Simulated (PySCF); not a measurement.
Computed shifts of a molecule C2H10Si4, HF/pcSseg-1 in PySCF, GIAO, gas phase, atoms alike by connectivity averaged where their shifts nearly agree, in ppm (number of nuclei): ²⁹Si: -43.2 (1), -45.7 (1), -93.3 (1), -97.9 (1). ¹³C: 172.4 (1), 169.7 (1). ¹H: 7.68 (1), 7.52 (1), 4.63 (2), 4.62 (1), 3.69 (1), 3.59 (3), 3.42 (1). References: ²⁹Si against TMS (σ = 393.8 ppm); ¹³C against TMS (σ = 192.6 ppm); ¹H against TMS (σ = 31.99 ppm), references at their B3LYP-D3(BJ)/def2-TZVP geometries, non-relativistic. Geometry: B3LYP-D3(BJ)/def2-SVP. The values are those of a single conformer.

**Question.** Which structure fits?
(A) C=C1[SiH2][SiH2][SiH2][SiH2]1
(B) [SiH3][Si]1([SiH3])C=C[SiH2]1
(C) [SiH3][SiH]1[SiH2]C=C[SiH2]1
(D) [SiH3][SiH2][Si@@H]1C=C[SiH2]1

**Answer.** D, [SiH3][SiH2][Si@@H]1C=C[SiH2]1
